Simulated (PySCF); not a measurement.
Run record: coupled-cluster job, `CBOBF`.

Method: EOM-CCSD/aug-cc-pVDZ, vertical, frozen core, gas phase (PySCF 2.14.0). Geometry: PBE0-D3(BJ)/def2-SVP. A driver script takes a list of jobs; this job's settings line and coordinates (Å) are shown.

Command:
```bash
OMP_NUM_THREADS=1 python probes_run.py task.json out
```

Input:
```
{"job": {"kind": "eom", "basis": "aug-cc-pVDZ", "nee": 0}, "charge": 0, "multiplicity": 1}
C     -1.586990     0.037528    -0.289185
B     -0.335574    -0.695124     0.294586
O      0.892172    -0.144748     0.233614
B      2.061917     0.480358     0.133340
F      2.797160     0.291301    -0.952714
H     -1.364962     1.013971    -0.743001
H     -2.070361    -0.606687    -1.043742
H     -2.341170     0.172529     0.505025
H     -0.416003    -1.784019     0.823929
H      2.469738     1.207414     1.003294
```

What does the run print?

```
E(HF) = -264.6291370343
E(MP2) = -265.3399012403
E(CCSD) = -265.3792839641
T1 diagnostic = 0.0146

EOM-IP-CCSD (eV)   Koopmans (eV)
  11.1744      12.1544
  12.6996      13.8360
  13.5913      14.5144
  14.0138      14.9683
  14.4349      15.8343
  14.6382      16.2523
  15.7127      17.0409
  16.5258      18.5432
```

How far is the first EOM-IP root from its Koopmans value?

11.17 eV against 12.15 eV, a difference of -0.98 eV.

What share of the CCSD correlation energy does MP2 give?

MP2 -0.71076 Eh against CCSD -0.75015 Eh: 94.7 %.

Summary of the converged run: CCSD correlation energy -0.7501 Eh; T1 diagnostic 0.015; first ionisation 11.17 eV.

How long does this job take on one thread of an Arm Neoverse V2, no GPU, shared host with 96 logical CPUs at a one-minute load of 39? And the peak memory of the process?

About 5.1 min, with 2.9 GiB resident at the peak, the Python interpreter and its libraries included.
Labels such as C1 count atoms from 1, the log's own numbers from 0.
